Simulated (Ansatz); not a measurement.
Si(GeH3)H3 (SiGeH6), relaxed as a singlet with RKS PBE0-D4/def2-TZVP in Ansatz, starting from the GFN2-xTB geometry. Force threshold 0.02 eV/Å.

Start:

```xyz
8

Si    0.421   -0.083   -1.138
Ge   -0.385    0.075    1.042
H    -1.782   -0.433    1.255
H    -0.445    1.464    1.607
H     0.401   -0.673    2.079
H    -0.485    0.595   -2.066
H     0.534   -1.485   -1.541
H     1.741    0.539   -1.240
```

Q: Estimate the energy that the relaxation releases and the steps that it takes.

A: 0.13 eV, in 4 steps; 3.5 s on 4 threads of Arm Neoverse V2 on a shared host. No frequencies were taken in this run, so the end may be a saddle point.

Q: Does the start keep its bonding and symmetry?

A: By distances, no bond broke or formed. The bond that changes most is Si1–Ge2, from 2.33 to 2.38 Å (atoms count from 1). Point group C3 at the start, C3 at the end, both within 0.05 Å.

Q: Predict the relaxed structure.

A: 
Cartesian coordinates in Å:
```
Si 0.4152 -0.0818 -1.1237
Ge -0.4071 0.0798 1.1018
H -1.8389 -0.4745 1.1921
H -0.4268 1.5458 1.5665
H 0.4824 -0.7208 2.0680
H -0.5068 0.6135 -2.0600
H 0.5228 -1.5087 -1.5267
H 1.7592 0.5466 -1.2180
```
Bond lengths: 1 × Ge–Si 2.38 Å; 3 × H–Si 1.49 Å; 3 × Ge–H 1.54 Å.
